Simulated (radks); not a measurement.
The numbers below are computed, except where a source is named.
Question: Ionisation of F, [He] 2s2 2p5, to F+, [He] 2s2 2p4, under several functionals. Dirac Kohn-Sham, spin-unpolarised, spherical densities, finite nucleus; open shells fill j = l - 1/2 first; a radial shooting solver on a logarithmic mesh with Libxc functionals. Known Delta-SCF values: revPBE 19.297 eV; OLYP 19.376 eV. What does BLYP give, and what is its highest occupied eigenvalue?

Answer: 19.371 eV by Delta-SCF; the 2p3/2 eigenvalue is -11.095 eV. NIST: 17.423 eV (measured).

Beside tabulated values, note that spin-unpolarised runs miss the spin-polarisation part of the exchange energy of open shells.
